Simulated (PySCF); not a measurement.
Spinor energies of Ce (cerium, neutral)

Start: [Xe] 4f1 5d1 6s2; 4f5/2 filled at m_j = +5/2; 5d3/2 filled at m_j = +3/2. Calculated with PySCF 2.14 in x2c-TZVPall-2c (11s11p10d4f1g, 131 functions): generalised Hartree-Fock with the X2C-1e Hamiltonian and a Gaussian nucleus; one run each with spin-orbit coupling (SO) switched off, then screened by Boettger's factors.

```tsv
spinor shell	electrons	ε, spin-free (eV)	ε, screened SO (eV)	weight of nominal j (screened SO)	rms radius, screened SO (bohr)
1s1/2	2	-40643.5	-40637.8	1.000	0.0280
2s1/2	2	-6617.7	-6615.7	1.000	0.114
2p1/2	2	-5920.0	-6232.3	1.000	0.0979
2p3/2	4	-5920.0	-5782.0	1.000	0.104
3s1/2	2	-1471.5	-1470.7	1.000	0.296
3p1/2	2	-1244.6	-1307.3	1.000	0.288
3p3/2	4	-1244.6	-1216.2	1.000	0.301
3d3/2	4	-922.12	-933.36	1.000	0.272
3d5/2	6	-922.12	-913.66	1.000	0.276
4s1/2	2	-317.47	-317.04	1.000	0.676
4p1/2	2	-240.50	-254.28	0.998	0.700
4p3/2	4	-240.50	-233.90	0.999	0.727
4d3/2	4	-126.38	-129.11	0.976	0.796
4d5/2	6	-126.38	-123.99	0.984	0.805
5s1/2	2	-50.485	-50.237	1.000	1.63
5p1/2	2	-28.788	-31.356	0.966	1.84
5p3/2	4	-28.788	-27.317	0.982	1.91
4f5/2	1	-14.139	-14.066	1.000	1.22
5d3/2	1	-6.635	-6.750	0.999	3.09
6s1/2	2	-5.113	-5.127	0.781	4.65
```

| quantity | spin-free | screened SO |
| --- | --- | --- |
| E (hartree) | -8854.55447 | -8858.42438 |
| M_J | 4 | 4 |
| ⟨J²⟩ | 24.940 | 20.065 |
| ⟨L²⟩ | 32.332 | 30.178 |
| ⟨S²⟩ | 2.610 | 2.577 |

Each row is a mean over spinors that exchange with the open shell spreads, by up to 6.515 eV (4d3/2).

Rows whose weight is well below 1 are mixtures of j = l ± 1/2: exchange outweighs spin-orbit coupling there, and the label is only the starting occupation.

⟨J²⟩ departs a little from M_J(M_J + 1) because the unrestricted spinors polarise the closed shells.

Breit and QED terms are absent; they matter most for the inner s and p1/2 levels.

Densities and radii are taken from the X2C orbitals without a picture-change correction, which distorts them close to the nucleus.

Without spin-orbit coupling the j labels of p, d and f shells carry no meaning; the spin-free column gives the mean over the occupied spinors of each nl shell, and its ⟨J²⟩ belongs to a mixture of degenerate components.
